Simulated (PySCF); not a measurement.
PySCF input for CH5BO, SMILES B(C)O, B3LYP-D3(BJ)/def2-TZVP. Geometry optimised at B3LYP-D3(BJ)/def2-TZVP. The values are those of a single conformer.

```python
import numpy as np
from pyscf import gto, scf, dft, df
from pyscf.hessian import thermo

mol = gto.M(
    atom='''
    B     0.52440549    0.13524417   -0.00000000
    H     1.71521721    0.24792449    0.00000001
    C    -0.16546043   -1.27239552    0.00000000
    H     0.15964026   -1.85058659   -0.87133360
    H     0.15964026   -1.85058659    0.87133359
    H    -1.25902905   -1.24572138    0.00000000
    O    -0.16075139    1.30751553   -0.00000000
    H    -1.11872244    1.19699808    0.00000000
    ''',
    basis='def2-TZVP',
    charge=0,
    spin=0,
    max_memory=1600,
    verbose=3,
)
mf = dft.RKS(mol, xc='b3lyp').density_fit(auxbasis='def2-universal-jkfit')
mf.disp = 'd3bj'
mf.grids.level = 3
mf.conv_tol = 1e-11
mf.max_cycle = 100
mf.kernel()

# [left out here: the lines that compute and print the analytic Hessian (its translational invariance restored by hand, since the grid's response is missing), thermochemistry and intensities]
```

Output:

```
converged SCF energy = -141.314270554598

WARN: DFTD3 does not support analytical Hessian, using finite difference


WARN: Mole.unit (angstrom) is changed to Bohr

Mode                                 0                   1                   2
Irrep
Freq [cm^-1]                      115.5156            394.4026            567.2988
Reduced mass [au]                   1.1582              2.1899              1.1850
Force const [Dyne/A]                0.0091              0.2007              0.2247
Char temp [K]                     166.2013            567.4576            816.2166
Normal mode                   x     y     z       x     y     z       x     y     z
       0   B                 0.00  0.00 -0.09   -0.14 -0.01 -0.00    0.00  0.00  0.08
       1   H                 0.00  0.00 -0.22   -0.12 -0.11 -0.00    0.00  0.00 -0.30
       2   C                 0.00  0.00 -0.00    0.02 -0.11  0.00   -0.00  0.00  0.04
       3   H                 0.34 -0.29  0.32    0.21 -0.02  0.01    0.20  0.32 -0.11
       4   H                -0.34  0.29  0.32    0.21 -0.02 -0.01   -0.20 -0.32 -0.11
       5   H                 0.00  0.00 -0.41    0.02 -0.42 -0.00   -0.00  0.00 -0.26
       6   O                -0.00 -0.00  0.05    0.05  0.11  0.00   -0.00 -0.00 -0.07
       7   H                -0.00 -0.00  0.16    0.03  0.34  0.00   -0.00 -0.00  0.59
Mode                                 3                   4                   5
Irrep
Freq [cm^-1]                      780.8167            789.9466            930.1349
Reduced mass [au]                   1.1114              1.6712              1.6243
Force const [Dyne/A]                0.3992              0.6144              0.8280
Char temp [K]                    1123.4214           1136.5573           1338.2570
Normal mode                   x     y     z       x     y     z       x     y     z
       0   B                -0.00 -0.00 -0.02   -0.05 -0.04 -0.00    0.10  0.08  0.00
       1   H                -0.00 -0.00 -0.47   -0.03 -0.31  0.00    0.12 -0.10 -0.00
       2   C                -0.00  0.00  0.07   -0.03  0.15 -0.00   -0.10 -0.06 -0.00
       3   H                 0.14  0.28 -0.08    0.31  0.29  0.03    0.07 -0.03  0.03
       4   H                -0.14 -0.28 -0.08    0.31  0.29 -0.03    0.07 -0.03 -0.03
       5   H                -0.00 -0.00 -0.15   -0.03 -0.29  0.00   -0.11 -0.43 -0.00
       6   O                 0.00 -0.00  0.05    0.02 -0.07 -0.00   -0.01  0.07 -0.00
       7   H                 0.00 -0.00 -0.67    0.03 -0.12  0.00    0.06 -0.59  0.00
Mode                                 6                   7                   8
Irrep
Freq [cm^-1]                      991.2472           1080.0744           1190.3234
Reduced mass [au]                   1.7225              1.3333              1.4489
Force const [Dyne/A]                0.9972              0.9164              1.2095
Char temp [K]                    1426.1840           1553.9865           1712.6104
Normal mode                   x     y     z       x     y     z       x     y     z
       0   B                 0.00  0.00 -0.18   -0.05 -0.05 -0.00   -0.14 -0.02  0.00
       1   H                 0.00  0.00  0.59    0.01 -0.70  0.00   -0.20  0.47 -0.00
       2   C                -0.00 -0.00  0.09    0.09  0.00 -0.00    0.03 -0.00 -0.00
       3   H                 0.07  0.26 -0.07   -0.10 -0.03 -0.04   -0.03  0.06 -0.05
       4   H                -0.07 -0.26 -0.07   -0.10 -0.03  0.04   -0.03  0.06  0.05
       5   H                -0.00  0.00 -0.17    0.09  0.32  0.00    0.03  0.13  0.00
       6   O                -0.00  0.00  0.03   -0.03  0.08 -0.00    0.08  0.00 -0.00
       7   H                 0.00 -0.00  0.08    0.01 -0.33  0.00    0.13 -0.59  0.00
Mode                                 9                  10                  11
Irrep
Freq [cm^-1]                     1325.5221           1380.3432           1458.1646
Reduced mass [au]                   1.4693              2.7007              1.0503
Force const [Dyne/A]                1.5210              3.0318              1.3158
Char temp [K]                    1907.1311           1986.0065           2097.9742
Normal mode                   x     y     z       x     y     z       x     y     z
       0   B                 0.06 -0.09  0.00    0.04 -0.20 -0.00   -0.00  0.00  0.02
       1   H                 0.05  0.13 -0.00   -0.01  0.25 -0.00   -0.00 -0.00 -0.06
       2   C                -0.06 -0.09 -0.00   -0.00  0.09  0.00   -0.00 -0.00  0.06
       3   H                 0.27  0.37 -0.17    0.08 -0.24  0.24   -0.45 -0.11 -0.05
       4   H                 0.27  0.37  0.17    0.08 -0.24 -0.24    0.45  0.11 -0.05
       5   H                -0.03  0.40  0.00    0.01 -0.09 -0.00   -0.00  0.00 -0.71
       6   O                -0.03  0.05  0.00   -0.04  0.09 -0.00    0.00 -0.00 -0.00
       7   H                -0.03  0.02  0.00   -0.03 -0.04 -0.00    0.00 -0.00 -0.01
Mode                                12                  13                  14
Irrep
Freq [cm^-1]                     1475.2608           2599.5328           3009.5256
Reduced mass [au]                   1.1708              1.0966              1.0375
Force const [Dyne/A]                1.5013              4.3662              5.5364
Char temp [K]                    2122.5718           3740.1489           4330.0372
Normal mode                   x     y     z       x     y     z       x     y     z
       0   B                -0.04  0.08 -0.00    0.09  0.01  0.00   -0.00 -0.00  0.00
       1   H                -0.02 -0.09  0.00   -0.95 -0.09 -0.00    0.01  0.00  0.00
       2   C                -0.06 -0.02 -0.00   -0.00 -0.00 -0.00    0.02  0.05 -0.00
       3   H                 0.38 -0.26  0.31    0.01 -0.00 -0.01    0.17 -0.28 -0.44
       4   H                 0.38 -0.26 -0.31    0.01 -0.00  0.01    0.17 -0.28  0.44
       5   H                -0.03  0.46  0.00    0.01 -0.00 -0.00   -0.59  0.03 -0.00
       6   O                 0.02 -0.03  0.00   -0.00 -0.00  0.00    0.00  0.00  0.00
       7   H                 0.02 -0.04  0.00    0.01  0.01 -0.00   -0.00  0.00 -0.00
Mode                                15                  16                  17
Irrep
Freq [cm^-1]                     3063.5050           3074.9191           3792.4320
Reduced mass [au]                   1.0952              1.1011              1.0654
Force const [Dyne/A]                6.0562              6.1339              9.0283
Char temp [K]                    4407.7016           4424.1240           5456.4653
Normal mode                   x     y     z       x     y     z       x     y     z
       0   B                 0.00 -0.00  0.00   -0.00  0.00  0.00   -0.00 -0.00  0.00
       1   H                -0.00 -0.00 -0.00    0.01  0.00  0.00    0.01  0.00  0.00
       2   C                 0.00 -0.00  0.09   -0.08  0.04  0.00    0.00 -0.00  0.00
       3   H                 0.20 -0.37 -0.53    0.10 -0.21 -0.33   -0.00 -0.00 -0.00
       4   H                -0.20  0.37 -0.53    0.10 -0.21  0.33   -0.00 -0.00  0.00
       5   H                -0.00  0.00  0.02    0.76 -0.02 -0.00   -0.00  0.00 -0.00
       6   O                 0.00  0.00  0.00    0.00 -0.00  0.00   -0.06 -0.00 -0.00
       7   H                -0.00  0.00  0.00    0.00 -0.01 -0.00    0.96  0.09  0.00
temperature 298.1500 [K]
pressure 101325.00 [Pa]
Rotational constants [GHz] 45.49481 8.68196 7.62749
Symmetry number 1
Zero-point energy (ZPE) 0.06383 [Eh]   167590.630 [J/mol]
                           tot       elec      trans        rot        vib
Entropy [J/mol/K]       271.810      0.000    155.901     92.860     23.049
Cv [J/mol/K]             56.934      0.000     12.472     12.472     31.990
Cp [J/mol/K]             65.248      0.000     20.786     12.472     31.990
Internal energy [J/mol]                      3718.434   3718.434 171593.721
Internal energy [Eh]   -141.24608  -141.31427
Enthalpy [J/mol]                             6197.391   3718.434 171593.721
Enthalpy [Eh]          -141.24514
Gibbs free energy [J/mol]                  -40284.587 -23967.851 164721.741
Gibbs free energy [Eh] -141.27600
mode   freq/cm-1   IR/(km/mol)
   1      115.52         2.258
   2      394.40        10.731
   3      567.30        61.713
   4      780.82        47.665
   5      789.95         0.376
   6      930.13        49.535
   7      991.25        31.324
   8     1080.07        28.324
   9     1190.32        67.965
  10     1325.52        23.739
  11     1380.34       311.351
  12     1458.16         4.374
  13     1475.26        15.704
  14     2599.53       153.429
  15     3009.53         3.817
  16     3063.51         9.365
  17     3074.92        31.621
  18     3792.43        31.745
max |gradient| / (hartree/bohr): 9.210673077079751e-05
APT charges: [ 0.8804 -0.2108 -0.2482  0.0233  0.0233 -0.0256 -0.7145  0.2722]
```

Self-consistency was reached.

Cost: roughly 90 core-seconds.
